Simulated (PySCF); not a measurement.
# Electronic absorption of C6H5N3

Compound: C6H5N3.
Bonds: C1–C2, C2–N3 (aromatic), N3–C4 (aromatic), C4–C5 (aromatic), C5–C6, C6–N7 (triple), C5–C8 (aromatic), C8–N9 (aromatic), C2–N9 (aromatic). Hydrogens: H10, H11, H12 on C1; H13 on C4; H14 on C8.

The calculation used TDDFT CAM-B3LYP/def2-SVPD, vertical, gas phase, core orbitals frozen in the response (PySCF). Isolated species at its GFN2-xTB geometry, gas phase.

Question: What does the calculation give for the low-lying excited states?

Answer: 

| state | E (eV) | λ (nm) | f | symmetry | main configurations (H = HOMO, L = LUMO) |
| --- | --- | --- | --- | --- | --- |
| S1 | 4.39 | 282.2 | 0.0000 | – | H→L (97%) |
| S2 | 4.42 | 280.4 | 0.0048 | A′ | H→L+1 (98%) |
| S3 | 5.56 | 222.9 | 0.030 | A″ | H-1→L+1 (79%), H-3→L (18%) |
| S4 | 5.85 | 212.0 | 0.405 | A′ | H-1→L (91%) |
| S5 | 6.04 | 205.3 | 0.0072 | A′ | H-2→L (95%) |
| S6 | 6.12 | 202.6 | 0.0000 | – | H-2→L+1 (94%) |
| S7 | 6.92 | 179.3 | 0.0000 | – | H-4→L (73%), H-1→L+3 (10%) |
| S8 | 7.22 | 171.8 | 0.0000 | – | H-1→L+3 (66%), H-4→L (13%), H-5→L+3 (9%) |

Triplets, Tamm–Dancoff:

```
state  E (eV)  λ (nm)  main configurations (H = HOMO, L = LUMO)
   T1    3.91   316.9                               H→L+1 (96%)
   T2    3.99   310.7                               H-1→L (89%)
   T3    4.22   293.5                                 H→L (95%)
```

The lowest singlet lies at 4.39 eV (282 nm, ultraviolet) and is dark (f under 0.0005); its leading configuration is HOMO→LUMO (97%). The most intense listed level is S4 at 5.85 eV (212 nm, f = 0.405), 1.45 eV above S1. Löwdin shares by element: HOMO nitrogen 67% or more, carbon 13% or more (atoms not listed hold the other 20%); LUMO carbon 45% or more, nitrogen 11% or more (atoms not listed hold the other 44%). Weighted by f, the mean energy of these states is 5.82 eV. The listed states span 2.82 eV, and the widest gap between neighbours is 1.14 eV (S2 to S3). The oscillator strengths of these states sum to 0.447; summed over the whole spectrum of an exact calculation they would give the number of electrons, 62 (Thomas–Reiche–Kuhn). Symmetry labels in Cs follow from the direction of the transition dipole and are given only for states with f of 0.002 or more. Singlets were solved by full linear response, triplets in the Tamm–Dancoff approximation.
